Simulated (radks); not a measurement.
Task: The mean radii <r> (bohr) of the occupied orbitals of an atom or ion are listed with their occupations. Calculated with a radial shooting solver on a logarithmic mesh with Libxc functionals: scalar-relativistic Kohn-Sham, PBE, spin-polarised, spherical densities, point nucleus.

orbital  occ.      <r>
1s down     1  0.03517
1s up       1  0.03517
2s up       1   0.1537
2s down     1   0.1537
2p up       3   0.1340
2p down     3   0.1339
3s up       1   0.4289
3s down     1   0.4289
3p up       3   0.4306
3p down     3   0.4306
3d up       5   0.4154
3d down     5   0.4152
4s up       1    1.113
4s down     1    1.104
4p up       3    1.244
4p down     3    1.233
4d up       5    1.868
7d up       1    30.40

Name the element and its charge. Open shells, if any, are filled with parallel spins first.

Result: Z = 42, molybdenum, charge 0: Mo in [Kr] 4d5 7d1. The 1s radius gives Z: for a bare nucleus <r> = (2 gamma + 1)/(2Z) with gamma = sqrt(1 - (Z/c)^2), 0.03457 bohr for Z = 42, and screening makes it slightly larger (0.03517 here). The occupations add up to 42, and the charge is Z minus that.
